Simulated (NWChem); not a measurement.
System: CH3FO3Si; SMILES O=C(O)[Si@H](O)F

The following NWChem deck was run.

```
start job
memory heap 200 mb stack 900 mb global 1100 mb
geometry units angstroms noautoz
  O      1.142866    -1.351777     0.581191
  C      0.111562    -1.039479     0.001523
  O     -0.832544    -1.928949    -0.361792
  Si    -0.204893     0.823418    -0.393079
  O      1.288080     1.489722    -0.125837
  F     -1.319678     1.354350     0.679895
  H     -0.515136    -2.815431    -0.063219
  H     -0.704913     1.154557    -1.754371
  H      1.831026     0.868201     0.404576
end
basis spherical
  * library def2-svp
end
dft
  xc m05-2x
  iterations 150
  mulliken
end
task dft energy
```

Structure relaxed at the PBE-D3(BJ)/def2-SVP level.

Question: What results follow from this input? (M05-2X/def2-SVP.) Quantities: energy (Ha); highest occupied level (eV); orbital gap (eV); dipole (D).

Answer: 
| Item | Result |
|---|---|
| energy (Ha) | -654.61 |
| highest occupied level (eV) | -9.92 |
| orbital gap (eV) | 9.85 |
| dipole (D) | 2.25 |
